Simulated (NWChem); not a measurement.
CH5Sb; SMILES [CH3][SbH2]

All runs: NWChem. Medium grid unless said otherwise, to which SCAN and Minnesota functionals are sensitive. Geometry: optimised at PBE0/def2-SVP. def2 effective core potentials on Sb; no spin-orbit coupling. B3LYP is NWChem's, with the RPA form of VWN correlation. Total energies of different functionals are on different scales.

```csv
level,energy (Ha),highest occupied level (eV),orbital gap (eV),dipole (D)
B3LYP/def2-SVP,-281.3928,-6.80,6.64,0.67
PBE/def2-SVP,-281.2342,-5.95,5.25,0.70
LRC-wPBEh/def2-SVP,-281.2820,-8.77,10.49,0.65
PW6B95/def2-SVP,-281.5022,-7.05,7.17,0.64
MN15/def2-SVP,-280.6737,…,…,0.66
Hartree-Fock/def2-SVP,-279.9768,-9.25,12.22,0.68
PBE0/def2-SVP,-281.2586,-6.99,7.05,0.69
B3PW91/def2-SVP,-281.4203,-6.84,6.75,0.69
```

Question: Some entries are withheld; supply them.

Answer: 
- MN15/def2-SVP, highest occupied level (eV): -7.55
- MN15/def2-SVP, orbital gap (eV): 8.15
